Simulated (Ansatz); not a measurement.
Computed with Ansatz.

A structure relaxed at PBE0-D4/def2-TZVP, charge 0, multiplicity 1:

```xyz
4

F    -0.519    1.758   -0.549
Sc   -0.027    0.091   -0.028
Cl   -0.312   -1.648   -1.478
Cl    0.858   -0.200    2.055
```

Task: Give its formula and SMILES.

Result: Cl2FSc, `[F][Sc]([Cl])[Cl]`.

Task: Point group (tolerance 0.08 Å, 0.16 Å for H)?

Result: C2v.

Task: Summarise the bond lengths by kind.

Result: 1 × F–Sc 1.815 Å; 2 × Cl–Sc 2.282 Å.
